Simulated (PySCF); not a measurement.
A calculated (PBE0, PySCF 2.14, ANO-RCC-VTZP, scalar relativity by spin-free X2C-1e) atom or ion has these occupied shells.

| shell | electrons | orbital energy (eV) | rms radius, mean of both spins (bohr) |
| --- | --- | --- | --- |
| 1s β | 1 | -67318.9 | 0.0211 |
| 1s α | 1 | -67318.9 | 0.0211 |
| 2s α | 1 | -11625.8 | 0.0854 |
| 2s β | 1 | -11625.7 | 0.0854 |
| 2p α | 3 | -10224.4 | 0.0775 |
| 2p β | 3 | -10224.3 | 0.0775 |
| 3s α | 1 | -2701.3 | 0.219 |
| 3s β | 1 | -2701.3 | 0.219 |
| 3p α | 3 | -2280.2 | 0.220 |
| 3p β | 3 | -2280.2 | 0.220 |
| 3d α | 5 | -1773.0 | 0.201 |
| 3d β | 5 | -1772.9 | 0.201 |
| 4s α | 1 | -581.00 | 0.488 |
| 4s β | 1 | -580.91 | 0.488 |
| 4p α | 3 | -441.50 | 0.519 |
| 4p β | 3 | -441.41 | 0.519 |
| 4d α | 5 | -258.35 | 0.564 |
| 4d β | 5 | -258.22 | 0.564 |
| 5s α | 1 | -105.08 | 1.17 |
| 5s β | 1 | -103.88 | 1.17 |
| 5p α | 3 | -70.465 | 1.36 |
| 5p β | 3 | -68.759 | 1.36 |
| 4f α | 7 | -56.926 | 0.715 |
| 4f β | 7 | -56.704 | 0.715 |
| 5d α | 2 | -31.716 | 1.97 |

Problem. Name the element and its charge.

Solution. Ta³⁺ (tantalum, charge +3), in [Xe] 4f14 5d2, high-spin 3F determinant.
